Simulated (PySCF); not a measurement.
# Fine-structure interval of Hg⁵³⁺ by level of theory

Hg⁵³⁺ [Ar] 3d9 [3d3/2^4 3d5/2^5, M_J = 5/2] → Hg⁵³⁺ [Ar] 3d9 [3d3/2^3 3d5/2^6, M_J = 3/2], as a difference of total energies. Computed with PySCF 2.14 in an even-tempered Gaussian basis (15 s from 15 bohr⁻², ratio 2.8; 13 p from 19 bohr⁻², ratio 2.8; 8 d from 19 bohr⁻², ratio 2.8; 3 f from 70 bohr⁻², ratio 3), with the two-component X2C-1e Hamiltonian. Correlated levels: [Ne] frozen; the 76 highest virtual spinors dropped. "Screened" scales the spin-orbit matrix elements by Boettger's factors to mimic the two-electron term; Breit and QED terms are absent.

```json
{"method": "GHF (screened spin-orbit)", "fine-structure interval (cm⁻¹)": "801760"}
{"method": "GMP2 (screened spin-orbit)", "fine-structure interval (cm⁻¹)": "801180"}
{"method": "GHF (bare spin-orbit)", "fine-structure interval (cm⁻¹)": "917760"}
```
